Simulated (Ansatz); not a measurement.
Compare A (`C[SiH2]/N=C/F`) with its isomer B (`C[C@@H]1N[Si@@H]1F`).

Calculated with Ansatz (gas phase, PBE0-D4/def2-TZVP geometries, no zero-point term in ΔE). CCSD(T)/CBS adds triple-zeta CCSD(T) − MP2 to the extrapolated MP2 energy (def2 sets, frozen cores). Functionals use def2-TZVPP. B3LYP here is the variant with VWN-RPA as its local correlation; programs differ in this. Each species was taken in one conformer, which may not be the lowest.

A:

Z-matrix (Å, degrees):
```
C
Si 1 1.859
H 1 1.092 2 110.5
H 1 1.093 2 110.5 3 -120.0
H 1 1.092 2 110.9 3 120.0
N 2 1.741 1 108.8 3 -57.5
H 2 1.495 1 110.6 3 -179.3
H 2 1.485 1 111.2 3 59.9
C 6 1.234 2 125.4 1 -122.6
F 9 1.338 6 121.4 2 179.5
H 9 1.095 6 129.6 2 -0.5
```

B:

```xyz
11

C     0.074    0.894    1.226
C     0.319   -0.272    0.307
N     0.666    0.085   -1.121
Si   -0.741   -0.835   -1.064
F    -2.101   -0.127   -1.483
H     1.011    1.409    1.465
H    -0.600    1.621    0.769
H    -0.373    0.555    2.165
H     0.964   -1.037    0.749
H     1.599   -0.065   -1.470
H    -0.817   -2.227   -1.543
```

Task: Which is lower in electronic energy at CCSD(T)/CBS, and by how much? (Estimate.)

Result: The calculation gave: B, by 69.1 kJ/mol.

Task: Give E(B) − E(A) in kJ/mol with HF/def2-TZVPP, PBE-D4, B2PLYP, BLYP-D4, MP2/def2-TZVPP, LDA (SPW92), B3LYP. (An estimate is asked.)

Result: The calculation gave: HF/def2-TZVPP -34.5, PBE-D4 -56.1, B2PLYP -54.2, BLYP-D4 -40.9, MP2/def2-TZVPP -71.8, LDA (SPW92) -74.3, B3LYP -46.7. None reverses the order clearly.

Task: Does the order hold for the free energy at 298.15 K (harmonic terms from PBE0-D4)? (Estimate.)

Result: The calculation gave: Yes: G(B) − G(A) = -53.3 kJ/mol, for one conformer each.

Largest T1 diagnostic: 0.013.

Leaving LDA and LC-ωPBE aside and taking each functional with its dispersion term where it has one, the values, not all of them listed here, spread over 29.7 kJ/mol, from PBE-QIDH to BLYP-D4. LDA lies −19.6 kJ/mol from PBE without D4. At CCSD(T), def2-SVP lies +35.7 kJ/mol from the extrapolated value and def2-TZVPP +9.6 kJ/mol.
